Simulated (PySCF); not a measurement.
Molfile (atoms numbered from 1):
```
C5H11FO2Si
     RDKit          3D

 20 19  0  0  0  0  0  0  0  0999 V2000
   -1.3349    0.6411   -1.3304 C   0  0  0  0  0  0  0  0  0  0  0  0
   -0.8016   -0.2369   -0.1994 C   0  0  0  0  0  0  0  0  0  0  0  0
   -1.3292    0.2276    1.1568 C   0  0  0  0  0  0  0  0  0  0  0  0
   -1.1471   -1.7056   -0.4404 C   0  0  0  0  0  0  0  0  0  0  0  0
    0.6543   -0.2081   -0.1959 O   0  0  0  0  0  0  0  0  0  0  0  0
    1.3499    0.9032   -0.0001 C   0  0  0  0  0  0  0  0  0  0  0  0
    0.8946    2.0096    0.1618 O   0  0  0  0  0  0  0  0  0  0  0  0
    3.2082    0.4169   -0.0135 Si  0  0  0  0  0  4  0  0  0  0  0  0
    3.3853   -0.6149    1.2101 F   0  0  0  0  0  0  0  0  0  0  0  0
   -2.4164    0.5496   -1.3840 H   0  0  0  0  0  0  0  0  0  0  0  0
   -1.0772    1.6823   -1.1549 H   0  0  0  0  0  0  0  0  0  0  0  0
   -0.9071    0.3289   -2.2812 H   0  0  0  0  0  0  0  0  0  0  0  0
   -2.4080    0.1035    1.1919 H   0  0  0  0  0  0  0  0  0  0  0  0
   -0.8805   -0.3629    1.9529 H   0  0  0  0  0  0  0  0  0  0  0  0
   -1.0896    1.2751    1.3193 H   0  0  0  0  0  0  0  0  0  0  0  0
   -0.7259   -2.3202    0.3507 H   0  0  0  0  0  0  0  0  0  0  0  0
   -2.2252   -1.8361   -0.4562 H   0  0  0  0  0  0  0  0  0  0  0  0
   -0.7355   -2.0361   -1.3907 H   0  0  0  0  0  0  0  0  0  0  0  0
    4.0609    1.5495    0.2942 H   0  0  0  0  0  0  0  0  0  0  0  0
    3.5196   -0.3560   -1.2038 H   0  0  0  0  0  0  0  0  0  0  0  0
  1  2  1  0
  2  3  1  0
  2  4  1  0
  2  5  1  0
  5  6  1  0
  6  7  2  0
  6  8  1  0
  8  9  1  0
  1 10  1  0
  1 11  1  0
  1 12  1  0
  3 13  1  0
  3 14  1  0
  3 15  1  0
  4 16  1  0
  4 17  1  0
  4 18  1  0
  8 19  1  0
  8 20  1  0
M  END
```

All values are calculated (PySCF 2.14.0 with density-fitted response routines): shielding tensors at PBE0/pcSseg-1 (GIAO), geometry from GFN2-xTB. Averaged over atoms made equivalent by symmetry, fast rotation or ring inversion, non-relativistic Hamiltonian, one computed conformer, isolated molecule.

Problem. List the cross peaks expected in HSQC, COSY and HMBC spectra.

Solution. 

HSQC (one-bond C–H):
```tsv
δH	δC
1.63 (H10/H11/H12/H13/H14/H15/H16/H17/H18)	29.3 (C1/C3/C4)
```

HMBC (two and three bonds, from the bond graph):
```tsv
δH	δC
5.05 (H19/H20)	184.7 (C6)
1.63 (H10/H11/H12/H13/H14/H15/H16/H17/H18)	83.0 (C2), 29.3 (C1/C3/C4)
```

No COSY cross peaks are expected.

Referencing at the same level of theory: ¹H (σ = 31.72 ppm), ¹³C (σ = 186.93 ppm) against TMS.

Shifts are as computed. Against solution values, carbons near 30 ppm lie about +3 ppm off and those near 130 ppm about +5 ppm. Of 1211 compounds with measured shifts, 218 miss one by over three times the rms of a fit or turn the order of signals round; such compounds aren't used in these exercises.
